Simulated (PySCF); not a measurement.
# A parent and its derivatives

Level of theory: TDDFT PBE0/def2-SVPD, vertical, gas phase, core orbitals frozen in the response (PySCF). Geometries: PBE0-D3(BJ)/def2-SVP; one conformer of each isolated species. Triplets are in the Tamm–Dancoff approximation. 'Strongest' means the level of largest summed f among the lowest 10 singlets; it needn't be the same kind of state in each. Relativistic effects are left out although some hold elements past zinc.

Parent: `C#C[P@]1(=[Se])C(C)=C1C=C`, with lowest singlet excitation energy 3.25 eV, HOMO–LUMO gap 4.29 eV, oscillator strength of the strongest level 0.21, energy of the strongest computed level 5.34 eV. Its spectrum: 382 nm (f 0.001); 357 nm (f 0.005); 300 nm (f 0.002); 289 nm (f 0.040); 279 nm (f 0.017).

Shifts from the parent:

```
               change                    SMILES  Δ S1 (eV)  Δ gap (eV)  Δ f (strongest)  Δ strongest (eV)
    CH3 replaced by H   C#C[P@@]1(=[Se])C=C1C=C      -0.14       -0.13            -0.09             +0.03
CH3 replaced by vinyl  C#CP1(=[Se])C(C=C)=C1C=C      -0.44       -0.49            +0.36             -0.66
```

Predict the same shifts for this change: ethynyl replaced by CH2CN (`C=CC1=C(C)[P@@]1(=[Se])CC#N`).

Δ lowest singlet excitation energy +0.18 eV, Δ HOMO–LUMO gap +0.16 eV, Δ oscillator strength of the strongest level +0.12, Δ energy of the strongest computed level +0.14 eV. Spectrum: 3.43 eV (f 0.004); 3.66 eV (f 0.005); 4.35 eV (f 0.002); 4.57 eV (f 0.021); 5.11 eV (f 0.011). S1 falls most with CH3 replaced by vinyl (-0.44 eV), and it rises most with ethynyl replaced by CH2CN (+0.18 eV). S1 is simply the lowest singlet of each species and needn't be the same kind of state throughout.
